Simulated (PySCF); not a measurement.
Sn(Cl)(Br)(OH)2 (BrClH2O2Sn), SMILES [OH][Sn]([OH])([Cl])[Br].

The structure is a stationary point at PBE0-D3(BJ)/def2-SVP. The structure was generated by enumeration; whether it is a known compound was not checked. The def2 effective core potentials stand for the cores of Sn; spin–orbit coupling is left out. The values are those of a single conformer.

Two levels are set side by side: TDA-PBE/def2-SVPD (PySCF) and TDA-PBE0/def2-SVPD (PySCF). Vertical, same geometry. The lowest singlet is HOMO→LUMO 99 % with PBE and HOMO→LUMO 97 % with the other functional; states are paired by order. Differences are taken from unrounded values.

| quantity | TDA-PBE0 |
|---|---|
| lowest singlet excitation (eV) | 4.80 |
| lowest triplet excitation (TDA) (eV) | 4.38 |
| first bright state (f over 0.05) (eV) | 5.59 |
| its oscillator strength | 0.12 |

Q: What does TDA-PBE give, and how far is it from TDA-PBE0? (An estimate is asked for; the answer gives what the named calculation found.)

A: 
```tsv
quantity	TDA-PBE	TDA-PBE minus TDA-PBE0
lowest singlet excitation (eV)	4.05	-0.75
lowest triplet excitation (TDA) (eV)	3.73	-0.65
first bright state (f over 0.05) (eV)	4.72	-0.87
its oscillator strength	0.06	-0.06
```

Functionals without exact exchange tend to place singlet excitations lower, as here. Differences between two approximate levels are no errors against the true value.

Rough cost on one machine, each run with all the roots and properties that it gave: TDA-PBE0 against TDA-PBE about 3 times.
